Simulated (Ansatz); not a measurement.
Two isomers of C2H9GaO: A = `[CH3][GaH-]([CH3])[OH2+]`, B = `C[O+](C)[GaH3-]`.

Program: Ansatz. Geometries: PBE0-D4/def2-TZVP. ΔE: electronic, gas phase. CCSD(T)/CBS adds triple-zeta CCSD(T) − MP2 to the extrapolated MP2 energy (def2 sets, frozen cores). DFT in def2-TZVPP. B3LYP here is the variant with VWN-RPA as its local correlation; programs differ in this. For Ga outer-core shells are correlated without core-valence functions, which leaves a few kJ/mol of doubt a bond. Scalar relativity is left out up to krypton. One conformer a species, not always the lowest.

**Question.** Which is lower in electronic energy at CCSD(T)/CBS, and by how much? (Estimate.)

**Answer.** Ansatz gave: A, by 145.5 kJ/mol.

**Question.** Give E(B) − E(A) in kJ/mol with CCSD/def2-TZVPP, BLYP-D4, B3LYP-D4, HF/def2-TZVPP, PBE-D4, B2PLYP, B3LYP. (Estimate.)

**Answer.** Ansatz gave: CCSD/def2-TZVPP 137.5, BLYP-D4 124.6, B3LYP-D4 126.4, HF/def2-TZVPP 111.1, PBE-D4 137.0, B2PLYP 136.4, B3LYP 130.2. None reverses the order clearly.

**Question.** Does the order hold for the free energy at 298.15 K (harmonic terms from PBE0-D4)? (Estimate.)

**Answer.** Computed: Yes: G(B) − G(A) = +150.3 kJ/mol, for one conformer each.

Largest T1 diagnostic: 0.012.

At CCSD(T), def2-SVP lies −35.4 kJ/mol from the extrapolated value and def2-TZVPP −6.3 kJ/mol. In def2-TZVPP, CCSD(T) changes the Hartree–Fock value by +28.2 kJ/mol (the triples alone add +1.7 kJ/mol) and MP2 by +42.7 kJ/mol.
